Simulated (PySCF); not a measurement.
C3H2F3O, doublet, geometry from GFN2-xTB; DF-R2SCAN/cc-pVDZ in PySCF.

PySCF was given this input:
```python
from pyscf import gto, scf, dft

mol = gto.M(
    atom='''
C     0.96836687    1.62484491   -0.76052423
C     0.85766857    0.43496320   -0.25919614
O     1.82716753   -0.46773471    0.02554734
C    -0.51107517   -0.17397694    0.11856043
F    -0.74535784   -1.30283470   -0.55302044
F    -0.57500516   -0.45977264    1.42058678
F    -1.51929941    0.66170885   -0.15116973
H     0.35637924    2.44302295   -1.04286976
H     2.69348056   -0.10804615   -0.20211870
''',
    basis='cc-pvdz',
    spin=1,
    verbose=4,
)

mf = dft.UKS(mol)
mf.xc = 'r2scan'
mf = mf.density_fit(auxbasis='def2-universal-jkfit')
mf.kernel()
```

The log (banner, timings and long lists left out):

```
PySCF version 2.14.0

[INPUT] verbose = 4
[INPUT] num. atoms = 9
[INPUT] num. electrons = 55
[INPUT] charge = 0
[INPUT] spin (= nelec alpha-beta = 2S) = 1
[INPUT] symmetry False subgroup None
[INPUT] Mole.unit = angstrom
[INPUT] Symbol           X                Y                Z      unit          X                Y                Z       unit  Magmom
[INPUT]  1 C      0.968366870000   1.624844910000  -0.760524230000 AA    1.829948172402   3.070511874794  -1.437182505796 Bohr   0.0
[INPUT]  2 C      0.857668570000   0.434963200000  -0.259196140000 AA    1.620758702947   0.821961322264  -0.489809717144 Bohr   0.0
[INPUT]  3 O      1.827167530000  -0.467734710000   0.025547340000 AA    3.452846215398  -0.883890500853   0.048277475811 Bohr   0.0
[INPUT]  4 C     -0.511075170000  -0.173976940000   0.118560430000 AA   -0.965792100366  -0.328768768590   0.224046741911 Bohr   0.0
[INPUT]  5 F     -0.745357840000  -1.302834700000  -0.553020440000 AA   -1.408522182397  -2.462000768580  -1.045057172886 Bohr   0.0
[INPUT]  6 F     -0.575005160000  -0.459772640000   1.420586780000 AA   -1.086602272612  -0.868844369168   2.684519950378 Bohr   0.0
[INPUT]  7 F     -1.519299410000   0.661708850000  -0.151169730000 AA   -2.871059786113   1.250448500701  -0.285669388024 Bohr   0.0
[INPUT]  8 H      0.356379240000   2.443022950000  -1.042869760000 AA    0.673459160081   4.616644291527  -1.970738229991 Bohr   0.0
[INPUT]  9 H      2.693480560000  -0.108046150000  -0.202118700000 AA    5.089940580240  -0.204177632314  -0.381948987653 Bohr   0.0

nuclear repulsion = 323.343576206187
number of shells = 41
number of NR pGTOs = 196
number of NR cGTOs = 108
basis = cc-pvdz
ecp = {}

******** <class 'pyscf.df.df_jk.DFUKS'> ********
method = DFUKS
initial guess = minao
damping factor = 0
level_shift factor = 0
DIIS = <class 'pyscf.scf.diis.CDIIS'>
diis_start_cycle = 1
diis_space = 8
diis_damp = 0
SCF conv_tol = 1e-09
SCF conv_tol_grad = None
SCF max_cycles = 50
direct_scf = False
number electrons alpha = 28  beta = 27
XC library pyscf.dft.libxc version 7.1.2
    S. Lehtola, C. Steigemann, M. J. T. Oliveira, and M. A. L. Marques,  SoftwareX 7, 1–5 (2018)
XC functionals = r2scan
    J. W. Furness, A. D. Kaplan, J. Ning, J. P. Perdew, and J. Sun,  J. Phys. Chem. Lett. 11, 8208–8215 (2020)
    J. W. Furness, A. D. Kaplan, J. Ning, J. P. Perdew, and J. Sun,  J. Phys. Chem. Lett. 11, 9248–9248 (2020)
    J. W. Furness, A. D. Kaplan, J. Ning, J. P. Perdew, and J. Sun,  J. Phys. Chem. Lett. 11, 8208–8215 (2020)
    J. W. Furness, A. D. Kaplan, J. Ning, J. P. Perdew, and J. Sun,  J. Phys. Chem. Lett. 11, 9248–9248 (2020)
radial grids:
    Treutler-Ahlrichs [JCP 102, 346 (1995); DOI:10.1063/1.469408] (M4) radial grids

becke partition: Becke, JCP 88, 2547 (1988); DOI:10.1063/1.454033
pruning grids: <function nwchem_prune>
grids dens level: 3
symmetrized grids: False
atomic radii adjust function: <function treutler_atomic_radii_adjust>
small_rho_cutoff = 0
Set gradient conv threshold to 3.16228e-05
tot grids = 118840
init E= -490.985840299591

cycle= 1 E= -489.790258897548  delta_E=  1.2  |g|= 0.733  |ddm|= 2.22
cycle= 2 E= -489.392457469966  delta_E= 0.398  |g|= 1.31  |ddm|= 1.32
cycle= 3 E= -489.971657655878  delta_E= -0.579  |g|= 0.122  |ddm|= 0.899
cycle= 4 E= -489.97658721074  delta_E= -0.00493  |g|= 0.0818  |ddm|= 0.181
cycle= 5 E= -489.979462104841  delta_E= -0.00287  |g|= 0.0305  |ddm|= 0.0894
cycle= 6 E= -489.979925408825  delta_E= -0.000463  |g|= 0.00779  |ddm|= 0.0315
cycle= 7 E= -489.979969585771  delta_E= -4.42e-05  |g|= 0.00339  |ddm|= 0.0104
cycle= 8 E= -489.979987095215  delta_E= -1.75e-05  |g|= 0.00175  |ddm|= 0.00728
cycle= 9 E= -489.97999387353  delta_E= -6.78e-06  |g|= 0.000985  |ddm|= 0.00554
cycle= 10 E= -489.979995795902  delta_E= -1.92e-06  |g|= 0.000293  |ddm|= 0.00346
cycle= 11 E= -489.979995968503  delta_E= -1.73e-07  |g|= 0.000113  |ddm|= 0.00123
cycle= 12 E= -489.979995972286  delta_E= -3.78e-09  |g|= 9.65e-05  |ddm|= 0.000171
cycle= 13 E= -489.979995976122  delta_E= -3.84e-09  |g|= 1.59e-05  |ddm|= 0.000102
cycle= 14 E= -489.979995976135  delta_E= -1.3e-11  |g|= 1.71e-05  |ddm|= 2.61e-05
Extra cycle  E= -489.97999597582  delta_E= 3.15e-10  |g|= 3.25e-05  |ddm|= 3.62e-05
converged SCF energy = -489.97999597582  <S^2> = 0.76363857  2S+1 = 2.0135924
```
